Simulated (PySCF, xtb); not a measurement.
CH₅O, SMILES C[OH2+], charge +1.

Harmonic wavenumbers (cm⁻¹) from xtb with GFN2-xTB at its own minimum, in rising order: 297, 896, 896, 937, 1116, 1162, 1359, 1404, 1410, 1422, 3048, 3064, 3067, 3252, 3258.

What does B3LYP-D3(BJ)/def2-TZVP (PySCF) give at its own minimum? (An estimate is asked for; the answer gives what the named calculation found.)

244, 682, 799, 929, 1166, 1280, 1467, 1476, 1481, 1673, 3094, 3215, 3220, 3626, 3702. Paired by order, the mean absolute difference is 148 cm⁻¹ and the zero-point energies are 38.0 and 40.1 kcal/mol.
